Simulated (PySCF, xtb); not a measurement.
C₂H₇ClSi₃, SMILES [Si@H]1(Cl)[SiH2][SiH2]C=C1.

Harmonic wavenumbers (cm⁻¹) from GFN2-xTB (xtb) at its own minimum, in rising order: 39, 111, 129, 230, 288, 337, 383, 410, 427, 459, 490, 508, 531, 535, 600, 635, 635, 693, 714, 745, 802, 828, 953, 1153, 1309, 1606, 2170, 2179, 2189, 2194, 2202, 2987, 3008.

Question: What does PBE-D3(BJ)/def2-SVP (PySCF) give at its own minimum? (Estimate from the structure and the level; the computed values follow.)

Answer: 23, 124, 135, 254, 294, 352, 397, 409, 442, 462, 527, 578, 592, 608, 621, 661, 729, 747, 757, 787, 865, 898, 981, 1088, 1255, 1553, 2144, 2150, 2152, 2160, 2177, 3037, 3058. Paired by order, the mean absolute difference is 37 cm⁻¹ and the zero-point energies are 46.4 and 47.2 kcal/mol.
